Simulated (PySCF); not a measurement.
**Polarisability of `C=C[P@+]1(C)C(C)=C1F`**

Species: C6H9FP (charge +1).
Structure used (GFN2-xTB), in Å, numbered top down from 1:
```xyz
17
C6H9FP angstrom
C     -1.8524    1.8581   -0.2967
C     -1.8550    0.5818    0.0601
P     -0.4185   -0.4908   -0.1319
C     -0.7333   -2.2349    0.2642
C      1.2774    0.1800   -0.1010
C      2.3868    0.6707    0.7155
C      0.8356   -0.0737   -1.3354
F      1.1726   -0.0127   -2.5913
H     -0.9849    2.3404   -0.7203
H     -2.7311    2.4710   -0.1784
H     -2.7194    0.0881    0.4851
H      0.1715   -2.8172    0.0907
H     -1.5394   -2.6096   -0.3699
H     -1.0324   -2.3219    1.3101
H      2.0600    1.4881    1.3578
H      3.1922    1.0171    0.0697
H      2.7632   -0.1225    1.3617
```

Level: CAM-B3LYP/def2-SVPD (PySCF), static field, nuclei fixed, core orbitals frozen in the response. The polarisability tensor in these axes (au):

```
x   97.66 -0.30 -0.97
y   -0.30 92.15 -3.31
z   -0.97 -3.31 75.09
```

Question: What are the eigenvalues, a third of the trace, and Δα (Δα² = ½Σ(αi − αj)² over the three pairs)?

Answer: Principal values 74.43, 92.77 and 97.71 au; mean 88.30 au = 13.08 Å³ = 14.56 × 10⁻⁴⁰ C²·m²/J; Δα = 21.25 au (24 % of the mean).

Question: Directions of the eigenvectors, and the extent of the frame along each?

Answer: Largest value along (1.00, -0.03, -0.04), where the nuclei span 5.95 Å; middle along (0.02, 0.98, -0.19), 5.19 Å; least along (0.04, 0.18, 0.98), 4.19 Å. The response follows the extents in order.

Question: In TDDFT the mean static polarisability is Σ f/ω² over all singlet excitations (ω in hartree). How much of it do the 8 lowest give? Their energies (eV) and oscillator strengths: 5.61, 0.0012; 6.06, 0.2265; 6.76, 0.0158; 6.84, 0.0298; 7.42, 0.0717; 7.58, 0.0833; 7.61, 0.0074; 7.68, 0.0459.

Answer: They add up to 8.02 au, 9.1 % of the 88.30 au; the largest single term is 4.56 au, from the state at 6.06 eV. Terms in order: 0.03, 4.56, 0.25, 0.47, 0.96, 1.07, 0.09, 0.58 au. Higher excitations give the rest. The strengths listed sum to 0.482.

Question: Give the eigenvalues of the traceless quadrupole moment Θ = ½Σq(3rr − r²1), origin at the centre of nuclear charge.

Answer: -14.39, 5.74, 8.65 D·Å. The values depend on the origin, since the species is charged. The electronic extent ⟨r²⟩ about the same centre is 1217 bohr², a root-mean-square distance of 2.24 Å for the 68 electrons.

Question: What depolarisation ratio follows for Rayleigh scattering of linearly polarised light, taking the static tensor?

Answer: ρ = 3Δα²/(45ᾱ² + 4Δα²) = 1354.1/(350854 + 1805.4) = 0.00384.

The structure is a single GFN2-xTB conformer in the gas phase; no vibrational or solvent corrections.
